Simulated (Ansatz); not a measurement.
# A family of molecules: the HOMO–LUMO gap

One atom is swapped for its congeners: C2H5AlCl `C[CH2][Al][Cl]`; C2H5ClGa `C[CH2][Ga][Cl]`; C2H5ClIn `C[CH2][In][Cl]`. All are doublets with charge 0.

Shapes, held fixed at every level: PBE0-D4/def2-TZVP. Flexible molecules stand in one conformer, not always the lowest. Programs: Ansatz 0.2.0. Values in eV.

```json
{"level": "PBE-D4/def2-TZVPP", "C2H5AlCl": "1.42", "C2H5ClGa": "1.08", "C2H5ClIn": "0.91"}
{"level": "r2SCAN-D4/def2-TZVPP", "C2H5AlCl": "2.16", "C2H5ClGa": "1.79", "C2H5ClIn": "1.57"}
{"level": "B3LYP-D4/def2-TZVPP", "C2H5AlCl": "2.62", "C2H5ClGa": "2.39", "C2H5ClIn": "2.21"}
{"level": "PBE0-D4/def2-TZVPP", "C2H5AlCl": "3.26", "C2H5ClGa": "3.02", "C2H5ClIn": "2.75"}
{"level": "wB97X-V/def2-TZVPP", "C2H5AlCl": "6.93", "C2H5ClGa": "6.90", "C2H5ClIn": "6.52"}
{"level": "wB97M-V/def2-TZVPP", "C2H5AlCl": "6.36", "C2H5ClGa": "6.61", "C2H5ClIn": "6.26"}
```

At wB97M-V/def2-TZVPP the HOMO–LUMO gap isn't monotonic: it is largest for Ga and smallest for In (6.61 and 6.26 eV). 1 of 6 levels show this order throughout; 1 agree on the largest and the smallest. Open shells run unrestricted unless RO is named. For atoms past krypton def2 sets carry core potentials with scalar relativity. Relativity is left out for Ga unless named. Orbital gaps aren't excitation energies, and the LUMO depends on the basis.
